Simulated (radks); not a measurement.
Values are calculated unless marked as measured or tabulated.
Tm5+, 64 electrons, occupied as [Kr] 4d10 4f11 5s2 5p5. Level of theory: non-relativistic Kohn-Sham, PBE, spin-polarised, spherical densities, point nucleus; open shells are filled with parallel spins first (spin-orbit coupling, left out, can overturn this in heavy ions); relativity is left out, which matters for an element this heavy (a radial shooting solver on a logarithmic mesh with Libxc functionals). Some entries of the table are withheld. Estimate them.

orbital,occ.,eigenvalue (eV),<r^2> (bohr^2)
1s up,1,-55153.22,0.0006450
1s down,1,-55153.14,0.0006450
2s up,1,-8980.840,0.01017
2s down,1,-8980.733,0.01017
2p up,3,-8581.525,0.007542
2p down,3,-8581.416,0.007542
3s up,1,-2062.028,0.06474
3s down,1,-2060.142,0.06468
3p up,3,-1880.447,0.06021
3p down,3,-1878.720,0.06015
3d up,5,-1542.014,0.04741
3d down,5,-1540.765,0.04734
4s up,1,-454.7593,0.3219
4s down,1,-451.7012,0.3221
4p up,3,-381.2768,0.3367
4p down,3,-378.2250,0.3370
4d up,5,(1),(2)
4d down,5,(3),(4)
5s up,1,-108.3779,1.749
5s down,1,-106.2641,1.769
5p up,3,-86.8547,2.086
5p down,2,-84.9381,2.120
4f up,7,-81.1161,0.5745
4f down,4,-78.0901,0.5839

Answer. 
(1) 4d up eigenvalue (eV): -248.7712
(2) 4d up <r^2> (bohr^2): 0.3747
(3) 4d down eigenvalue (eV): -245.7208
(4) 4d down <r^2> (bohr^2): 0.3753
